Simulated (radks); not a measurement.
Task: Si II, configuration [Ne] 3s2 3p1. All-electron calculation, scalar-relativistic Kohn-Sham, r2SCAN, spin-unpolarised, spherical densities, finite nucleus; meta-GGA in the generalised Kohn-Sham scheme; Fermi nuclear charge, rms radius 3.1224 fm. Program: a radial shooting solver on a logarithmic mesh with Libxc functionals. Some entries of the table are withheld. Estimate them.

orbital  occ.  eigenvalue (eV)  <1/r> (bohr^-1)  <r^2> (bohr^2)
1s          2              (1)            13.64         0.01668
2s          2        -153.0781              (2)             (3)
2p          6        -107.2493            2.463          0.3622
3s          2         -19.3591              (4)             (5)
3p          1         -11.5817           0.5427             (6)

Result: 
(1) 1s eigenvalue (eV): -1806.999
(2) 2s <1/r> (bohr^-1): 2.592
(3) 2s <r^2> (bohr^2): 0.3816
(4) 3s <1/r> (bohr^-1): 0.6475
(5) 3s <r^2> (bohr^2): 4.971
(6) 3p <r^2> (bohr^2): 6.969
